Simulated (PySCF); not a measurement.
Si(Cl)2(F)(SiH3) (Cl₂FH₃Si₂), SMILES [Si]([SiH3])(Cl)(Cl)F.

The structure is a stationary point at r2SCAN-D4/def2-SVP. This is a generated structure with no PubChem entry under its InChIKey; it may be hypothetical.

Two levels are set side by side: PBE/def2-TZVP (PySCF) and HF/def2-TZVP (PySCF). Same geometry, gas phase. Differences are taken from unrounded values.

```csv
quantity,HF,PBE,PBE minus HF
orbital gap (eV),14.44,6.07,-8.36
highest occupied level (eV),-11.71,-7.60,4.12
lowest empty level (eV),2.72,-1.53,-4.25
dipole moment (D),2.02,1.71,-0.30
mean polarisability (bohr³),69.1,78.6,9.5
```

Without exact exchange PBE keeps part of each electron's self-repulsion, which lifts occupied levels and narrows the gap. Loosely held outer electrons make PBE densities more polarisable. Differences between two approximate levels are no errors against the true value.

Rough cost on one machine, each run with all the roots and properties that it gave: HF against PBE about 1/3.
